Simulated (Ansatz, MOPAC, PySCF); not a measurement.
Two conformers of C2H6OSi (SMILES C=C[SiH2]O), B3LYP-D3(BJ)/def2-TZVP minima.
Conformer 1 (charge 0, multiplicity 1):
```json
[
 {"atom": "C", "x (Å)": "1.6348", "y (Å)": "0.0646", "z (Å)": "0.6128"},
 {"atom": "C", "x (Å)": "0.7413", "y (Å)": "0.3075", "z (Å)": "-0.3459"},
 {"atom": "Si", "x (Å)": "-0.9371", "y (Å)": "-0.4921", "z (Å)": "-0.3817"},
 {"atom": "O", "x (Å)": "-2.1633", "y (Å)": "0.6190", "z (Å)": "-0.3331"},
 {"atom": "H", "x (Å)": "1.4213", "y (Å)": "-0.6184", "z (Å)": "1.4291"},
 {"atom": "H", "x (Å)": "2.6164", "y (Å)": "0.5273", "z (Å)": "0.6271"},
 {"atom": "H", "x (Å)": "1.0160", "y (Å)": "1.0022", "z (Å)": "-1.1373"},
 {"atom": "H", "x (Å)": "-1.1604", "y (Å)": "-1.2254", "z (Å)": "-1.6449"},
 {"atom": "H", "x (Å)": "-0.9950", "y (Å)": "-1.4238", "z (Å)": "0.7737"},
 {"atom": "H", "x (Å)": "-2.1739", "y (Å)": "1.2392", "z (Å)": "0.4002"}
]
```
Conformer 2 (charge 0, multiplicity 1):
```xyz
10

C      1.61584     0.47635     0.23459
C      0.84967    -0.09788    -0.69056
Si    -0.97291    -0.36062    -0.49059
O     -1.37332     0.24776     0.99471
H      2.68213     0.61912     0.09359
H      1.20201     0.82709     1.17307
H      1.31687    -0.43170    -1.61509
H     -1.72423     0.32972    -1.57148
H     -1.30867    -1.80560    -0.58417
H     -2.28737     0.19575     1.28130
```

No zero-point or thermal terms.

Cores are frozen in the correlated methods. Rows in 3-21G, 6-311+G**, 6-31G* carry no dispersion term and start afresh at each structure (6-31G* with six Cartesian d functions). The state reached by PM3 isn't checked.

Programs: Ansatz (Gaussian orbitals); MOPAC for PM3 (differences of heats of formation); PySCF for 3-21G rows, 6-311+G** rows, 6-31G* rows, the dispersion terms. 

```tsv
level	electronic energy of conformer 2 less that of conformer 1 (meV)
PM3	59.7
HF/3-21G	37.5
HF/cc-pV(T+d)Z	17.0
SVWN5/def2-TZVPP	7.9
PBE-D4/def2-TZVPP	17.0
BLYP/def2-TZVPP	25.4
B3LYP/6-311+G**	22.3
M06-2X/6-31G*	24.5
SCS-MP2/cc-pV(D+d)Z	(withheld)
```

Question: Some entries are withheld; supply them.

Answer: 
- SCS-MP2/cc-pV(D+d)Z, electronic energy of conformer 2 less that of conformer 1 (meV): 20.7

Ansatz is a program for electronic structure.
